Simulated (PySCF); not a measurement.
H₂WO + F₂ → WF₂ + H₂O

Level: PBE0 in the def2-TZVP basis family, computed in PySCF with density fitting; scalar-relativistic core potentials for atoms from Rb on, none lighter, no spin–orbit coupling; open shells unrestricted.

```json
{"species": "H₂WO", "state and structure": "triplet, C2v, W–H 1.749 Å (×2), W–O 1.676 Å; H–W–H 127.0°, H–W–O 116.5° (×2)", "E (Eh)": "-143.42256", "ZPE (kJ/mol)": "38.9", "H(298 K) − H(0) (kJ/mol)": "11.8", "S° (J/(mol K))": "274.7"}
{"species": "F₂", "state and structure": "singlet, D∞h, F–F 1.376 Å", "E (Eh)": "-199.40856", "ZPE (kJ/mol)": "6.6", "H(298 K) − H(0) (kJ/mol)": "8.7", "S° (J/(mol K))": "201.9"}
{"species": "WF₂", "state and structure": "quintet, C2v, W–F 1.882 Å (×2); F–W–F 140.9°", "E (Eh)": "-266.67975", "ZPE (kJ/mol)": "8.6", "H(298 K) − H(0) (kJ/mol)": "12.4", "S° (J/(mol K))": "299.2"}
{"species": "H₂O", "state and structure": "singlet, C2v, O–H 0.960 Å (×2); H–O–H 105.1°", "E (Eh)": "-76.37736", "ZPE (kJ/mol)": "56.5", "H(298 K) − H(0) (kJ/mol)": "9.9", "S° (J/(mol K))": "188.7"}
```

Question: What is the electronic reaction energy?

Answer: At PBE0/def2-TZVP, ΔE = -593.3 kJ/mol from the differences of the total energies times 2625.5, downhill. 

Question: Add zero-point, thermal and entropy terms for 298.15 K and 1 bar.

Answer: ΔZPE = 19.6 and Δ[H(298) − H(0)] = 1.8 kJ/mol give ΔH° = -571.9 kJ/mol. ΔS° = 11.3 J/(mol K), so ΔG° = -571.9 − 298.15 × (0.0113) = -575 kJ/mol.

Spin–orbit coupling can matter for H₂WO, WF₂ and is left out. Open d or f shells are single determinants, so the state found may not be the ground state. Only the bonding shown was studied: isomers, or loss of a ligand pair, can lie lower.
